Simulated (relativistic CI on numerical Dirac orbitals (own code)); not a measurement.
What each ingredient does to the levels of Au13+

Base calculation: Dirac-Coulomb-Breit CI, KLI orbitals optimised for each configuration, a model potential for QED, unscaled Slater integrals.

CI space (outside the closed core [Kr] 4d10): 4f14 5s2 5p4, 4f14 5s 5p5, 4f14 5s2 5p3 5d, 4f13 5s2 5p5, 4f14 5p6, 4f14 5s 5p4 5d, 4f14 5s2 5p3 5f, 4f14 5s2 5p3 5g, 4f13 5s2 5p4 5d, 4f14 5s2 5p3 6s, 4f14 5s 5p4 5f, 4f14 5s2 5p2 5d2, 4f14 5s2 5p 5d3, 4f14 5s 5p2 5d3, 4f14 5s2 5p 5d2 5f, 4f14 5s2 5p 5d2 5g. Double excitations out of closed p, d and f shells are left out; levels of such configurations are missing from the list, as are those of other unlisted configurations, and high levels can miss mixing partners. Some configurations lack a partner that the ground configuration has and come out too high, among them 4f13 5s2 5p4 5d, 4f14 5s2 5p3 6s, 4f14 5s 5p4 5f.

Variants: (1) P86 correlation estimate. Shifts of the energy above 4f14 5s2 5p4 3P_2, in cm⁻¹, for the lowest level and the first level of each name with at least 55 % of one term (blank where a level changes its place among those of its configuration and J or its character, or is not in the variant):

| Level | Base | Δ(1) |
| --- | --- | --- |
| 4f14 5s2 5p4 3P_2 | 0 | 0 |
| 4f14 5s2 5p4 1S_0 | 31333 | +3 |
| 4f14 5s2 5p4 3P_1 | 157400 | +7 |
| 4f14 5s2 5p4 1D_2 | 174032 | +18 |
| 4f14 5s2 5p4 3P_0 | 345874 | +23 |
| 4f13 5s2 5p5 3F_4 | 415550 | +2847 |
| 4f13 5s2 5p5 3G_5 | 422847 | +2847 |
| 4f13 5s2 5p5 1D_2 | 437268 | +2842 |
| 4f13 5s2 5p5 3F_3 | 443251 | +2847 |
| 4f13 5s2 5p5 3D_1 | 462376 | +2847 |
| 4f14 5s 5p5 3P°_2 | 473045 | +1260 |
| 4f14 5s2 5p3 5d 3D°_1 | 590957 | +1891 |
| 4f13 5s2 5p5 3D_3 | 594044 | +2847 |
| 4f13 5s2 5p5 3G_3 | 620107 | +2847 |

At this charge transitions that keep the count of f electrons are usually good to a few per cent. Levels and lines within the n = 5 or 6 shells can be off by up to 10 % or somewhat more, and those that change n by about 2 %, since core polarisation is missing. Levels that differ in their count of f electrons can be misplaced by several ten thousand cm⁻¹, since the correlation energy of f electrons is missing or only estimated; rates across such gaps can be off by orders of magnitude.

Ionisation energy from one configuration of each of the two ions, the ground ones as tabulated or assumed: base 291.413 eV; P86 correlation estimate 292.986 eV. The NIST ASD value (theoretical) is 299 ± 15 eV.

LS names give the leading component of a level, which can be under half, so a name can repeat, a term be missing and a line seem to break the LS rules.
